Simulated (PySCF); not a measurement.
[BiBr2]+: from structure and modes to constants

These are results of PBE0 in PySCF with Bi def2-TZVP with ECP60, Br def2-TZVP; scalar-relativistic core potentials, no spin–orbit coupling; density-fitted integrals, not measurements.

The singlet minimum has C2v symmetry. Masses (u): Bi 208.98038, Br 78.91834.

```xyz
3
charge 1 multiplicity 1, angstrom
Bi    0.0000    0.0000   -0.6839
Br    1.9197    0.0000    0.9063
Br   -1.9197    0.0000    0.9063
```

Harmonic wavenumbers (cm⁻¹): 81.3 (a1, ×1), 260.9 (b2, ×1), 266.0 (a1, ×1).

Task: Find the principal moments of inertia and the rotational constants. What kind of rotor is it?

Result: About the centre of mass I = 227.37, 581.65, 809.01 u Å². With B = 16.8576/I this gives 0.07414, 0.02898, 0.02084 cm⁻¹. The molecule is an asymmetric top with κ = -0.69.

Task: What is the harmonic zero-point energy?

Result: Half the sum of all 3 wavenumbers, 608/2 = 304 cm⁻¹, which is 3.6 kJ/mol (1 cm⁻¹ = 0.0119627 kJ/mol).

This need not be the most stable arrangement of these atoms. No spin–orbit coupling is included, which matters more the heavier the element.
